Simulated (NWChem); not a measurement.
Molecule: CH3NOSi; SMILES O([SiH3])C#N

```xyz
7

N      0.4439     2.3088     0.0000
C     -0.0851     1.2694     0.0000
O     -0.7091     0.1376     0.0000
Si     0.0974    -1.3785     0.0000
H      0.9278    -1.4761    -1.2211
H     -1.0090    -2.3548     0.0000
H      0.9278    -1.4761     1.2211
```
Atoms are numbered in this order, from 1.

Results from NWChem. STO-3G and 3-21G are far too small for this property and stand as cheap habits. The geometry was optimised at B3LYP/6-31G* (spherical d). GIAO values for the isolated, static molecule; σ is the absolute isotropic shielding, δ = σ(reference) − σ with the isolated reference molecule computed at the same levels (13C: tetramethylsilane, 1H: tetramethylsilane, 15N: ammonia, 17O: water, 29Si: tetramethylsilane).

For level Hartree-Fock/STO-3G:

| Quantity | Result |
|---|---|
| δ N1 (ppm) | 173.7 |
| δ C2 (ppm) | 105.1 |
| δ O3 (ppm) | -62.3 |
| δ Si4 (ppm) | -33.3 |
| δ H5 (rotor mean) (ppm) | 2.79 |

Task: What are these values for level BHandHLYP/pcSseg-1?

Result: The δ N1 (ppm) is 196.5, the δ C2 (ppm) is 119.8 and the δ O3 (ppm) is 31.0. The δ Si4 (ppm) is -16.3 and the δ H5 (rotor mean) (ppm) is 4.79.
